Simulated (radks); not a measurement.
Values are calculated unless marked as measured or tabulated.
The hydrogen anion H-, [He], held by a Watson sphere: a shell of charge +1 at radius R that stands for the Madelung well of a crystal (potential energy -1/R inside, -1/r outside, in hartree with lengths in bohr). Level of theory: scalar-relativistic Kohn-Sham, LDA (Slater exchange, Perdew-Wang correlation), spin-polarised, spherical densities, finite nucleus; Fermi nuclear charge, rms radius of each element as measured or else 0.836 A^(1/3) + 0.57 fm (a radial shooting solver on a logarithmic mesh with Libxc functionals). Response by self-consistent Sternheimer equations with the Hartree and adiabatic LDA kernel, the relativistic mass of each level held fixed and spin-orbit coupling left out. The sphere does not respond.

R (bohr) = 1.64: e(1s) (eV) -7.699; <r> 1s (bohr) 1.694; sum of <r^2> (bohr^2) 7.590; X-ray form factor at sin(theta)/lambda = 0.1 1/angstrom 1.538; alpha (bohr^3) 11.82
R (bohr) = 1.73: e(1s) (eV) -7.465; <r> 1s (bohr) 1.728; sum of <r^2> (bohr^2) 7.904; X-ray form factor at sin(theta)/lambda = 0.1 1/angstrom 1.522; alpha (bohr^3) 12.78
R (bohr) = 1.92: e(1s) (eV) -7.009; <r> 1s (bohr) 1.796; sum of <r^2> (bohr^2) 8.562; X-ray form factor at sin(theta)/lambda = 0.1 1/angstrom 1.490; alpha (bohr^3) 14.95
R (bohr) = 2.19: e(1s) (eV) -6.441; <r> 1s (bohr) 1.886; sum of <r^2> (bohr^2) 9.478; X-ray form factor at sin(theta)/lambda = 0.1 1/angstrom 1.448; alpha (bohr^3) 18.32
R (bohr) = 2.25: e(1s) (eV) -6.325; <r> 1s (bohr) 1.905; sum of <r^2> (bohr^2) 9.678; X-ray form factor at sin(theta)/lambda = 0.1 1/angstrom 1.439; alpha (bohr^3) 19.12
R (bohr) = 3.12: e(1s) (eV) -4.967; <r> 1s (bohr) 2.136; sum of <r^2> (bohr^2) 12.42; X-ray form factor at sin(theta)/lambda = 0.1 1/angstrom 1.330; alpha (bohr^3) 32.50
R (bohr) = 3.16: e(1s) (eV) -4.916; <r> 1s (bohr) 2.145; sum of <r^2> (bohr^2) 12.54; X-ray form factor at sin(theta)/lambda = 0.1 1/angstrom 1.325; alpha (bohr^3) 33.19
R (bohr) = 3.29: e(1s) (eV) -4.755; <r> 1s (bohr) 2.173; sum of <r^2> (bohr^2) 12.91; X-ray form factor at sin(theta)/lambda = 0.1 1/angstrom 1.312; alpha (bohr^3) 35.50
